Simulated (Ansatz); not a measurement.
A structure relaxed at B3LYP-D4/def2-SVP in Ansatz, charge 0, doublet:

Cartesian coordinates in Å:
```
Al 1.257 0.468 -1.271
Si -1.173 -1.033 1.801
Si -0.352 -1.758 -0.283
Si -0.535 -0.779 -2.333
Si 1.238 2.134 0.496
Si 0.833 0.184 1.603
Si -1.267 0.784 -0.013
```

Task: Give its formula and point group.

Result: the cluster AlSi6 (the lowest doublet isomer of a short search). Point group Cs (tolerance 0.1 Å).

Task: Summarise the bond lengths by kind (pairs closer than 1.2 times the sum of covalent radii, bridged metal pairs left out).

Result: 5 × Si–Si 2.28 to 2.57 Å; 2 × Al–Si 2.43 Å.

Another isomer (doublet) lies 0.20 eV lower at PBE0-D4/def2-TZVP; other spin states weren't run for this one.
